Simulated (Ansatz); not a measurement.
Computed with Ansatz on PBE0-D4/def2-TZVP structures; ΔE is electronic, products minus reactants. CCSD(T)/CBS is the MP2 limit (def2-TZVPP, def2-QZVPP) plus CCSD(T) − MP2 in def2-TZVPP, frozen cores. Functionals use def2-TZVPP. B3LYP here is the variant with VWN-RPA as its local correlation; programs differ in this. For Ge outer-core shells are correlated without core-valence functions, which leaves a few kJ/mol of doubt a bond. Scalar relativity is left out up to krypton. One conformer a species, not always the lowest.

Consider the redistribution: `N[CH2][GeH2][SiH3]` + `C[SiH2]CC=S` → `[SiH3][SiH2]CC=S` + `[CH3][GeH2][CH2]N`.

`N[CH2][GeH2][SiH3]`:

```xyz
13

N    -0.620    1.740   -0.032
C    -0.823    0.716    0.982
Ge   -0.463   -1.056    0.193
Si    1.631   -0.956   -0.932
H    -0.716    2.668    0.359
H    -1.303    1.659   -0.774
H    -0.084    0.855    1.776
H    -1.813    0.717    1.458
H    -1.590   -1.394   -0.810
H    -0.485   -2.137    1.293
H     2.636   -0.294   -0.058
H     1.511   -0.193   -2.201
H     2.119   -2.325   -1.253
```

`C[SiH2]CC=S`:

Z-matrix (Å, degrees):
```
C
Si 1 1.867
H 1 1.093 2 111.3
H 1 1.092 2 111.0 3 120.8
H 1 1.092 2 110.3 3 -119.7
C 2 1.907 1 111.4 3 -58.2
H 2 1.485 1 110.8 3 -177.9
H 2 1.489 1 110.6 3 60.8
C 6 1.468 2 109.5 1 -53.6
H 6 1.092 2 106.6 1 -174.6
H 6 1.095 2 106.8 1 67.4
S 9 1.616 6 126.5 2 -93.6
H 9 1.094 6 114.8 2 83.4
```

`[SiH3][SiH2]CC=S`:

```xyz
13

Si   -0.795   -1.598   -1.035
Si    0.894   -0.018   -0.677
C     0.269    1.429    0.405
C    -0.068    0.906    1.735
S    -1.498    0.298    2.179
H    -1.087   -2.386    0.188
H    -2.031   -0.924   -1.511
H    -0.321   -2.529   -2.097
H     1.351    0.562   -1.971
H     2.070   -0.641   -0.008
H    -0.610    1.834   -0.102
H     1.066    2.176    0.445
H     0.759    0.891    2.450
```

`[CH3][GeH2][CH2]N`:

Z-matrix (Å, degrees):
```
C
Ge 1 1.956
H 1 1.091 2 110.5
H 1 1.091 2 110.3 3 -120.0
H 1 1.091 2 110.6 3 120.1
C 2 1.967 1 110.6 3 59.3
H 2 1.547 1 109.8 3 -59.7
H 2 1.540 1 110.3 3 -178.9
N 6 1.455 2 110.4 1 -172.2
H 6 1.101 2 108.6 1 -45.3
H 6 1.094 2 106.9 1 69.5
H 9 1.012 6 111.0 2 61.8
H 9 1.013 6 111.2 2 -179.2
```

(1) Is it downhill or uphill in electronic energy at CCSD(T)/CBS, and by how much? (Estimate.)

(2) What do these levels give: PBE0-D4, B3LYP, MP2/def2-TZVPP, HF/CBS(def2), MP2/CBS(def2), CCSD/CBS(def2)? (An estimate is asked.)

Largest T1 diagnostic among the species: 0.016.

## Answers

(1) Computed: Uphill: ΔE = +0.29 eV.

(2) The calculation gave: PBE0-D4 0.30, B3LYP 0.34, MP2/def2-TZVPP 0.30, HF/CBS(def2) 0.34, MP2/CBS(def2) 0.31, CCSD/CBS(def2) 0.31 eV.

In def2-TZVPP, CCSD(T) changes the Hartree–Fock value by −0.06 eV (the triples alone add −0.01 eV) and MP2 by −0.04 eV.
